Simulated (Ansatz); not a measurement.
`[SbH2][TeH]` + `N[SiH3]` → `[SiH3][NH][SbH2]` + H₂Te at 700 K and 1 bar (ligand exchange at the Sb–Te bond).

Isolated molecules relaxed with PBE0-D4/def2-TZVP in Ansatz; ΔE leaves out vibrations. CCSD(T)/CBS adds triple-zeta CCSD(T) − MP2 to the extrapolated MP2 energy (def2 sets, frozen cores). This one scheme is used for every species. Elements past krypton have def2 core potentials. For Sb, Te outer-core shells are correlated without core-valence functions, which leaves a few kJ/mol of doubt a bond.

| species | CCSD(T)/CBS energy (Eh) | H − E (kJ/mol) | S (J/(mol·K)) |
| --- | --- | --- | --- |
| `[SbH2][TeH]` | -509.54647 | 99.1 | 377.9 |
| `N[SiH3]` | -346.80422 | 180.7 | 336.3 |
| `[SiH3][NH][SbH2]` | -587.40566 | 212.2 | 445.7 |
| H₂Te | -268.91024 | 57.2 | 261.6 |

H − E and S are ideal-gas, rigid-rotor, harmonic terms from PBE0-D4/def2-TZVP, for one conformer and one mirror image of each species. 1 Eh = 2625.50 kJ/mol, R = 8.31446 J/(mol·K).

Task: By hand: ΔE, ΔH, ΔS and ΔG.

Result: ΔE = (-587.40566) + (-268.91024) − (-509.54647) − (-346.80422) = 0.03479 Eh = 91.3 kJ/mol. Δ(H − E) = 212.2 + 57.2 − 99.1 − 180.7 = -10.4, so ΔH = 80.9 kJ/mol. ΔS = 445.7 + 261.6 − 377.9 − 336.3 = -6.9 J/(mol·K). ΔG = 80.9 − 700 × (-6.9)/1000 = 85.7 kJ/mol.

Task: By hand: the equilibrium constant, and the temperature at which ΔG would vanish if ΔH and ΔS stayed fixed.

Result: log₁₀ K = −ΔG/(RT ln 10) = -6.4. ΔH and −TΔS have one sign here, so there is no such temperature.

The number of gas molecules stays the same, so ΔS is small and ΔH decides. A doubt of 5 kJ/mol in ΔE shifts log₁₀ K by 0.4 here. Other conformers and mirror images would add mixing entropy, several J/(mol·K) or more a flexible species. These are equilibria of isolated gas molecules and say nothing of rates. Largest T1 diagnostic: 0.013 (customary marks: 0.02 for closed shells, 0.045 for open ones).

ΔS is within the doubt of such terms, so its sign, and with it that verdict, could turn.
